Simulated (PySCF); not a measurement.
Geometry:
```tsv
atom	x (Å)	y (Å)	z (Å)
Ga1	2.479	0.283	0.014
C2	0.544	0.218	-0.050
C3	-0.280	-0.855	0.256
C4	-1.663	-0.578	0.110
C5	-1.892	0.711	-0.309
S6	-0.429	1.569	-0.519
H7	3.224	1.606	-0.372
H8	3.223	-1.023	0.459
H9	0.112	-1.822	0.580
H10	-2.460	-1.297	0.305
H11	-2.852	1.189	-0.501
```

Geometry: PBE0-D3(BJ)/def2-SVP; GIAO absolute shieldings from PySCF, gas phase, non-relativistic, averaged over equivalent atoms.

At LDA/pcSseg-1 (158 basis functions, 20 s wall time on 1 thread of an Arm Neoverse V1, shared host):
| atoms | σ (ppm) |
| --- | --- |
| Ga1 | 1048.3 |
| C2 | 18.5 |
| C3 | 32.0 |
| C5 | 34.8 |
| C4 | 44.4 |
| S6 | 179.4 |
| H9 | 23.07 |
| H11 | 23.16 |
| H10 | 23.38 |
| H7/H8 | 24.10 |

Question: Estimate the result of repeating the calculation with PBE0/def2-TZVP.

Answer: 
| atoms | σ at PBE0/def2-TZVP | change |
| --- | --- | --- |
| Ga1 | 1272.8 | +224.5 |
| C2 | 32.4 | +13.9 |
| C3 | 40.3 | +8.3 |
| C5 | 43.5 | +8.7 |
| C4 | 54.1 | +9.7 |
| S6 | 192.7 | +13.3 |
| H9 | 23.59 | +0.52 |
| H11 | 23.51 | +0.35 |
| H10 | 23.97 | +0.59 |
| H7/H8 | 25.20 | +1.10 |

The largest change is at Ga1 (Ga bonded to C, 2 H). Cost: 239 basis functions, 35 s wall time on 1 thread of an Arm Neoverse V1, shared host. The order of the carbon signals is the same at both levels.

Relativistic effects, spin–orbit coupling among them, are left out; they matter for Ga and for the light atoms bonded to it.
